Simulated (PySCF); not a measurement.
**Ne⁺: ionisation energy**

Ne⁺ [He] 2s2 2p5 (2P) → Ne²⁺ [He] 2s2 2p4 (3P), as a difference of total energies. All numbers are calculated (PySCF 2.14, the non-relativistic Hamiltonian (point nucleus), in aug-cc-pwCVDZ (5s4p2d, 27 functions)). Correlated levels: valence: 1s2 frozen; valence and next inner shell: nothing frozen. The calculations carry no spin-orbit coupling.

```
                                method  ionisation energy (eV)  error (eV)
                                   UHF                  39.302      -1.661
                                   LDA                  41.511      +0.548
                                   PBE                  41.201      +0.238
                                  PBE0                  41.058      +0.095
                                r2SCAN                  41.192      +0.229
                               wB97M-V                  40.923      -0.040
                                  TPSS                  40.969      +0.006
                                M06-2X                  41.124      +0.161
                                  PW91                  41.306      +0.343
                         MP2 (valence)                  40.545      -0.418
                     SCS-MP2 (valence)                  40.497      -0.466
    MP2 (valence and next inner shell)                  40.561      -0.402
SCS-MP2 (valence and next inner shell)                  40.504      -0.459
```

Reference: 40.963 eV (measured; NIST Atomic Spectra Database, ionization energies).

Errors of the correlated levels include the incompleteness of this basis and the frozen core.
